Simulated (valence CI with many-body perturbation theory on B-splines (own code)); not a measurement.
**E1 line list for Te⁴⁵⁺**

Calculated by configuration interaction combined with many-body perturbation theory (CI+MBPT): five valence electrons over a frozen Dirac-Fock core [He], a basis of 9 s, 9 p, 8 d, 6 f, 3 g, 1 h functions for each j, with the one-electron correlation potential Σ1, the two-electron term Σ2, the three-electron term Σ3, Breit, model QED; selected CI, second order for the rest (own B-spline code, finite nucleus).

No measured spectrum was set against this ion. As an estimate, large intervals hold to a few tenths of a per cent, small ones and those within an open d or f shell to about a per cent. Among the levels kept, up to 1300 cm⁻¹ of a level comes from second order outside the variational space, and about a tenth of that is noise between levels of different J, which matters for small intervals.

Lines 101 to 150 of 252 in falling wavelength, among levels below 4933.6 eV, chosen from the strongest by gf and those to the six lowest levels. Wavelengths and rates use the calculated energies. Electric multipoles are in the length gauge, E1 and E2 with the static RPA response of the core. Weak lines are less certain than strong ones. Lines between different terms over intervals too small for the method are left out, as are lines whose strength nearly cancels. The highest levels of a list are the least certain.

Levels are named by their leading jj configuration (3d3/2^4 stands for four electrons in 3d with j = 3/2), which in mixed levels can hold well under half, so a name can repeat and another be missing. Letters in brackets count levels of one name in rising energy.

```
λ vac (Å)                               Upper                       Lower   A (s⁻¹)  S (a.u.) with core polarisation  S without
    23.57  (2s 2p1/2^2 2p3/2 3p3/2) J=1/2 [b]  (2s^2 2p1/2^2 3p3/2) J=3/2  6.36e+11                         8.22e-03   8.24e-03
    23.46            (2s 2p1/2 2p3/2^3) J=5/2  (2s^2 2p1/2 2p3/2^2) J=3/2  2.52e+10                         9.62e-04   9.64e-04
    23.41             (2p1/2^2 2p3/2^3) J=3/2  (2s 2p1/2^2 2p3/2^2) J=3/2  9.43e+11                         2.39e-02   2.39e-02
    23.38                  (2s 2p3/2^4) J=1/2        (2s^2 2p3/2^3) J=3/2  1.26e+12                         1.59e-02   1.59e-02
    23.36               (2p1/2 2p3/2^4) J=1/2    (2s 2p1/2 2p3/2^3) J=1/2  5.82e+11                         7.33e-03   7.34e-03
    23.35             (2p1/2^2 2p3/2^3) J=3/2  (2s 2p1/2^2 2p3/2^2) J=1/2  1.97e+11                         4.96e-03   4.97e-03
    22.86          (2s 2p1/2^2 2p3/2^2) J=1/2  (2s^2 2p1/2^2 2p3/2) J=3/2  6.20e+11                         7.31e-03   7.33e-03
    22.79          (2s 2p1/2^2 2p3/2^2) J=3/2  (2s^2 2p1/2^2 2p3/2) J=3/2  1.05e+12                         2.46e-02   2.46e-02
    22.35        (2s 2p1/2 2p3/2^3) J=3/2 [b]  (2s^2 2p1/2 2p3/2^2) J=5/2  1.13e+12                         2.49e-02   2.50e-02
    22.03            (2s 2p1/2 2p3/2^3) J=1/2  (2s^2 2p1/2 2p3/2^2) J=3/2  1.03e+12                         1.08e-02   1.08e-02
    21.60        (2s 2p1/2 2p3/2^3) J=3/2 [b]  (2s^2 2p1/2 2p3/2^2) J=3/2  2.33e+10                         4.63e-04   4.64e-04
    20.80             (2p1/2^2 2p3/2^3) J=3/2  (2s 2p1/2^2 2p3/2^2) J=5/2  3.03e+11                         5.38e-03   5.39e-03
    16.15        (2s 2p1/2 2p3/2^3) J=3/2 [a]  (2s^2 2p1/2^2 2p3/2) J=3/2  1.27e+10                         1.06e-04   1.06e-04
    14.88            (2s 2p1/2 2p3/2^3) J=1/2  (2s^2 2p1/2^2 2p3/2) J=3/2  2.96e+10                         9.63e-05   9.65e-05
    14.68        (2s 2p1/2 2p3/2^3) J=3/2 [b]  (2s^2 2p1/2^2 2p3/2) J=3/2  2.18e+10                         1.36e-04   1.36e-04
    14.58                  (2s 2p3/2^4) J=1/2  (2s^2 2p1/2 2p3/2^2) J=3/2  4.48e+10                         1.37e-04   1.37e-04
    3.315          (2s^2 2p1/2^2 3p1/2) J=1/2  (2s 2p1/2^2 2p3/2^2) J=1/2  9.62e+10                         3.46e-06   3.46e-06
    3.235          (2s^2 2p1/2^2 3p3/2) J=3/2  (2s 2p1/2^2 2p3/2^2) J=1/2  2.71e+10                         1.81e-06   1.81e-06
    3.181          (2s^2 2p1/2^2 3p3/2) J=3/2  (2s 2p1/2^2 2p3/2^2) J=5/2  1.19e+11                         7.55e-06   7.54e-06
    3.057  (2s^2 2p1/2 2p3/2 3p1/2) J=3/2 [b]  (2s 2p1/2^2 2p3/2^2) J=1/2  2.46e+11                         1.39e-05   1.38e-05
    3.026      (2s^2 2p1/2 2p3/2 3p1/2) J=5/2  (2s 2p1/2^2 2p3/2^2) J=5/2  6.90e+10                         5.66e-06   5.64e-06
    3.011          (2s^2 2p1/2^2 3d3/2) J=3/2  (2s^2 2p1/2 2p3/2^2) J=1/2  9.18e+10                         4.95e-06   4.95e-06
    3.009  (2s^2 2p1/2 2p3/2 3p1/2) J=3/2 [b]  (2s 2p1/2^2 2p3/2^2) J=5/2  3.15e+11                         1.70e-05   1.69e-05
    3.008  (2s^2 2p1/2 2p3/2 3p3/2) J=3/2 [b]  (2s 2p1/2^2 2p3/2^2) J=1/2  1.75e+12                         9.43e-05   9.41e-05
    2.991  (2s^2 2p1/2 2p3/2 3p3/2) J=1/2 [b]  (2s 2p1/2^2 2p3/2^2) J=1/2  1.61e+12                         4.25e-05   4.24e-05
    2.984     (2s 2p1/2^2 2p3/2 3s) J=3/2 [a]  (2s 2p1/2^2 2p3/2^2) J=1/2  1.18e+13                         6.18e-04   6.17e-04
    2.978  (2s^2 2p1/2 2p3/2 3p3/2) J=5/2 [a]  (2s 2p1/2^2 2p3/2^2) J=5/2  1.80e+12                         1.41e-04   1.41e-04
    2.976          (2s^2 2p1/2^2 3d3/2) J=3/2  (2s^2 2p1/2 2p3/2^2) J=3/2  2.38e+11                         1.24e-05   1.24e-05
    2.969  (2s^2 2p1/2 2p3/2 3p3/2) J=3/2 [a]  (2s 2p1/2^2 2p3/2^2) J=5/2  9.82e+10                         5.08e-06   5.07e-06
    2.968     (2s^2 2p1/2 2p3/2 3s) J=3/2 [a]  (2s^2 2p1/2 2p3/2^2) J=1/2  1.76e+11                         9.09e-06   9.06e-06
    2.964         (2s^2 2p1/2 2p3/2 3s) J=1/2  (2s^2 2p1/2 2p3/2^2) J=1/2  1.52e+13                         3.91e-04   3.90e-04
    2.962  (2s^2 2p1/2 2p3/2 3p3/2) J=3/2 [b]  (2s 2p1/2^2 2p3/2^2) J=5/2  6.38e+12                         3.27e-04   3.27e-04
    2.956  (2s^2 2p1/2 2p3/2 3p3/2) J=5/2 [b]  (2s 2p1/2^2 2p3/2^2) J=5/2  8.94e+12                         6.83e-04   6.82e-04
    2.954          (2s^2 2p1/2^2 3d5/2) J=5/2  (2s^2 2p1/2 2p3/2^2) J=3/2  3.10e+10                         2.36e-06   2.37e-06
    2.954         (2s 2p1/2^2 2p3/2 3s) J=1/2  (2s 2p1/2^2 2p3/2^2) J=3/2  3.12e+13                         7.93e-04   7.91e-04
    2.954     (2s^2 2p1/2 2p3/2 3s) J=3/2 [b]  (2s^2 2p1/2 2p3/2^2) J=1/2  1.53e+13                         7.77e-04   7.75e-04
    2.953         (2s 2p1/2^2 2p3/2 3s) J=1/2  (2s 2p1/2^2 2p3/2^2) J=1/2  1.62e+13                         4.13e-04   4.12e-04
    2.952     (2s 2p1/2^2 2p3/2 3s) J=3/2 [b]  (2s 2p1/2^2 2p3/2^2) J=3/2  1.85e+13                         9.37e-04   9.35e-04
    2.951     (2s 2p1/2^2 2p3/2 3s) J=3/2 [b]  (2s 2p1/2^2 2p3/2^2) J=1/2  1.39e+11                         7.08e-06   7.07e-06
    2.948  (2s^2 2p1/2 2p3/2 3p3/2) J=5/2 [c]  (2s 2p1/2^2 2p3/2^2) J=5/2  7.48e+12                         5.67e-04   5.66e-04
    2.948     (2s^2 2p1/2 2p3/2 3s) J=3/2 [a]  (2s^2 2p1/2 2p3/2^2) J=5/2  4.27e+12                         2.16e-04   2.15e-04
    2.944             (2s^2 2p3/2^2 3s) J=5/2        (2s^2 2p3/2^3) J=3/2  7.61e+12                         5.75e-04   5.73e-04
    2.939             (2s^2 2p3/2^2 3s) J=3/2        (2s^2 2p3/2^3) J=3/2  4.39e+13                         2.20e-03   2.20e-03
    2.938             (2s^2 2p1/2^2 3s) J=1/2  (2s^2 2p1/2^2 2p3/2) J=3/2  4.09e+13                         1.02e-03   1.02e-03
    2.938     (2s 2p1/2^2 2p3/2 3s) J=3/2 [a]  (2s 2p1/2^2 2p3/2^2) J=5/2  2.70e+13                         1.35e-03   1.35e-03
    2.936         (2s^2 2p1/2 2p3/2 3s) J=5/2  (2s^2 2p1/2 2p3/2^2) J=5/2  1.97e+13                         1.48e-03   1.47e-03
    2.934     (2s^2 2p1/2 2p3/2 3s) J=3/2 [a]  (2s^2 2p1/2 2p3/2^2) J=3/2  1.72e+13                         8.57e-04   8.55e-04
    2.933     (2s^2 2p1/2 2p3/2 3s) J=3/2 [b]  (2s^2 2p1/2 2p3/2^2) J=5/2  3.06e+13                         1.53e-03   1.52e-03
    2.929         (2s^2 2p1/2 2p3/2 3s) J=1/2  (2s^2 2p1/2 2p3/2^2) J=3/2  3.67e+13                         9.11e-04   9.09e-04
    2.923         (2s^2 2p1/2 2p3/2 3s) J=5/2  (2s^2 2p1/2 2p3/2^2) J=3/2  1.45e+12                         1.07e-04   1.07e-04
```
